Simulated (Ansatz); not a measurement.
(AgH)n off (charge +1): PBE0-D4/def2-SVP single points in Ansatz on relaxed structures, gas phase. Each cluster is the lowest isomer that a short search found in that spin, judged at the geometry's level, and lower ones may exist. Core potentials for Ag, no spin–orbit coupling. HOMO and LUMO are taken over both spins. The structures are stationary points that may keep the symmetry of their start.

```
species  atoms    state            geometry  HOMO (eV)  LUMO (eV)  gap (eV)  point group (within 0.1 Å)
 Ag3H3⁺      6  doublet  B3LYP-D4/def2-TZVP     -10.44      -8.06      2.38                           –
 Ag4H4⁺      8  doublet  r2SCAN-D4/def2-SVP     -11.94     -10.23      1.70                         D2h
 Ag5H4⁺      9  singlet     PBE-D4/def2-SVP     -11.05      -7.45      3.60                          Cs
```

The gap (eV) runs from 1.70 (Ag4H4⁺) to 3.60 (Ag5H4⁺).
